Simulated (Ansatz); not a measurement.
`F[Si@H]1[O][Sn@H]1[Cl]` + H₂ → `F[SiH]1[O][SnH2]1` + HCl at 400 K and 1 bar (hydrogenolysis of the Sn–Cl bond).

Computed with Ansatz on PBE0-D4/def2-TZVP structures; ΔE is electronic, products minus reactants. CCSD(T)/CBS is the MP2 limit (def2-TZVPP, def2-QZVPP) plus CCSD(T) − MP2 in def2-TZVPP, frozen cores. This one scheme is used for every species. Elements past krypton have def2 core potentials. For Sn outer-core shells are correlated without core-valence functions, which leaves a few kJ/mol of doubt a bond.

| species | CCSD(T)/CBS energy (Eh) | H − E (kJ/mol) | S (J/(mol·K)) |
| --- | --- | --- | --- |
| `F[Si@H]1[O][Sn@H]1[Cl]` | -1139.18406 | 94.7 | 401.9 |
| H₂ | -1.17544 | 38.0 | 139.0 |
| `F[SiH]1[O][SnH2]1` | -679.94693 | 104.1 | 359.8 |
| HCl | -460.38127 | 29.6 | 195.4 |

H − E and S are ideal-gas, rigid-rotor, harmonic terms from PBE0-D4/def2-TZVP, for one conformer and one mirror image of each species. The MP2-based limit puts H₂ 0.8 mEh under its directly extrapolated value; such offsets cancel only in part. 1 Eh = 2625.50 kJ/mol, R = 8.31446 J/(mol·K).

By hand: ΔE, ΔH, ΔS and ΔG.

ΔE = (-679.94693) + (-460.38127) − (-1139.18406) − (-1.17544) = 0.03130 Eh = 82.2 kJ/mol. Δ(H − E) = 104.1 + 29.6 − 94.7 − 38.0 = 1.0, so ΔH = 83.2 kJ/mol. ΔS = 359.8 + 195.4 − 401.9 − 139.0 = 14.3 J/(mol·K). ΔG = 83.2 − 400 × (14.3)/1000 = 77.5 kJ/mol.

By hand: the equilibrium constant, and the temperature at which ΔG would vanish if ΔH and ΔS stayed fixed.

log₁₀ K = −ΔG/(RT ln 10) = -10.1. ΔG = 0 at ΔH/ΔS = 5818 K, far beyond where these terms or the molecules hold.

The number of gas molecules stays the same, so ΔS is small and ΔH decides. A doubt of 5 kJ/mol in ΔE shifts log₁₀ K by 0.7 here. Other conformers and mirror images would add mixing entropy, several J/(mol·K) or more a flexible species. These are equilibria of isolated gas molecules and say nothing of rates. Largest T1 diagnostic: 0.017 (customary marks: 0.02 for closed shells, 0.045 for open ones).
